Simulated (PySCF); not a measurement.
Compound: C3H8O2SSi.
Numbering: `[CH3:1][S@@:2](=[O:3])[C@H:4]1[O:5][CH2:6][SiH2:7]1`

Probes without a nucleus sit at each ring's centroid and 1 Å off its mean plane on both sides; NICS is minus the shielding there, NICSzz its component along the normal. Level: GIAO PBE0/pcSseg-1 (PySCF, non-relativistic, gas phase) on the GFN2-xTB geometry, one conformer.

Ring bond lengths (Å), with Mayer bond orders in brackets: C4–O5 1.408 (0.94), O5–C6 1.442 (0.87), C6–Si7 1.919 (0.91), Si7–C4 1.948 (0.81).

Problem. Give the NICS values of each ring in ppm.

Solution. 
| ring | type | NICS(0) | NICS(1), two faces | NICS(1)zz, two faces | rms pucker (Å) | centre to ring atoms, mean (Å) |
| --- | --- | --- | --- | --- | --- | --- |
| C4–O5–C6–Si7 | 4-membered ring with O and Si; formal bonds all single | 1.0 | -0.4 / 1.9 | 3.0 / 4.4 | 0.09 | 1.18 |

Problem. What do they say, and how far can they be read as aromaticity?

Solution. 
- C4–O5–C6–Si7: mean NICS(1)zz 3.7 ppm, deshielded. C4, C6, Si7 have four or more neighbours; no verdict on aromaticity is drawn.

Problem. At the second NICS(1) probe listed for ring C4–O5–C6–Si7, 1 Å off the ring, how large is the induced field along the normal in 9.4 T applied along it?

Solution. NICSzz × B0 = 4.4 ppm × 9.4 T = 41 μT, along the applied field.

Conformer computed: `[CH3:1][S@@:2](=[O:3])[C@H:4]1[O:5][CH2:6][SiH2:7]1`: C1–S2–C4–O5 167°.
